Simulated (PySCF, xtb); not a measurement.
ClH3O3Sn, SMILES [OH][Sn]([OH])([OH])[Cl]. The values are those of a single conformer.

Harmonic wavenumbers (cm⁻¹) from GFN2-xTB in xtb at its own minimum, in rising order: 94, 98, 138, 139, 149, 163, 165, 235, 333, 441, 510, 511, 816, 841, 842, 3611, 3612, 3618.

Problem. What does PBE-D3(BJ)/def2-SVP (PySCF) give at its own minimum? (The exact figures need the calculation; the answer reports its results.)

Solution. 46, 46, 152, 152, 155, 176, 176, 192, 357, 586, 619, 619, 876, 876, 877, 3694, 3694, 3695. Paired by order, the mean absolute difference is 53 cm⁻¹ and the zero-point energies are 23.3 and 24.3 kcal/mol.
